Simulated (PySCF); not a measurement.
Cost of one run: shielding job, `CC[C@@H]1C=C[C@H]2C[C@@H]12`.

Method: GIAO wB97X-D/pcseg-1 NMR shielding, non-relativistic, gas phase (PySCF 2.14.0, density-fitted response routines). Geometry: GFN2-xTB. Work: shieldings, ring-centre shieldings, density and orbital grids written, density fitting. A driver script takes a list of jobs; this job's settings line and coordinates (Å) are shown.

Command:
```bash
OMP_NUM_THREADS=1 python probes_run.py task.json out
```

Input:
```
{"job": {"kind": "nmr", "xc": "wB97X-D", "basis": "pcseg-1", "pop": false, "grid": 1}, "charge": 0, "multiplicity": 1}
C      2.335793    -0.396695    -1.181235
C      1.602596     0.458017    -0.154416
C      0.081605     0.452692    -0.358573
C     -0.594786     1.484829     0.507348
C     -1.435492     0.950801     1.383239
C     -1.527091    -0.514913     1.213579
C     -2.052532    -0.955317    -0.129304
C     -0.577091    -0.845203     0.087475
H      2.147179    -0.028224    -2.187595
H      2.009318    -1.432647    -1.132002
H      3.408114    -0.368401    -1.000375
H      1.961516     1.487418    -0.225594
H      1.824356     0.099743     0.852961
H     -0.123008     0.654453    -1.416952
H     -0.377964     2.533330     0.393973
H     -2.007870     1.481197     2.124498
H     -1.681408    -1.145940     2.076447
H     -2.537554    -0.216768    -0.750341
H     -2.481444    -1.943705    -0.202113
H      0.020617    -1.743989     0.095943
```

Hardware: one thread, Arm Neoverse N1, on a shared host.

Task: How large is the basis?

Result: 172 functions for 60 electrons, with 884 fitting functions; the fitted three-index integrals, 884 × 172 × 173/2 numbers of 8 bytes, come to 100 MiB.

Task: Which is nearest to the wall time?
A. 49 s
B. 49 min
C. 6.5 min

Result: A. The run took 49 s. The SCF took 10 cycles.

The SCF part of the output:
```
final grid: 71104 points
cycle   1  E = -311.8335381562  dE =  1.657e+00  |g| = 2.707e-01  |ddm| = 4.368e+00
cycle   2  E = -311.8515316176  dE = -1.799e-02  |g| = 1.552e-01  |ddm| = 4.689e-01
cycle   3  E = -311.8575650692  dE = -6.033e-03  |g| = 3.499e-02  |ddm| = 1.774e-01
cycle   4  E = -311.8579111346  dE = -3.461e-04  |g| = 8.673e-03  |ddm| = 5.715e-02
cycle   5  E = -311.8579292813  dE = -1.815e-05  |g| = 2.765e-03  |ddm| = 1.224e-02
cycle   6  E = -311.8579314409  dE = -2.160e-06  |g| = 6.608e-04  |ddm| = 4.549e-03
cycle   7  E = -311.8579315777  dE = -1.368e-07  |g| = 3.298e-04  |ddm| = 1.503e-03
cycle   8  E = -311.8579316128  dE = -3.505e-08  |g| = 6.108e-05  |ddm| = 5.528e-04
cycle   9  E = -311.8579316148  dE = -1.987e-09  |g| = 1.885e-05  |ddm| = 1.602e-04
cycle  10  E = -311.8579316149  dE = -1.966e-10  |g| = 7.249e-06  |ddm| = 5.022e-05
converged SCF energy = -311.8579316149
```

Times come from a shared host and carry two figures at best.

Note: wB97X-D ran without an empirical dispersion term, which enters the total energy and its gradient alone.
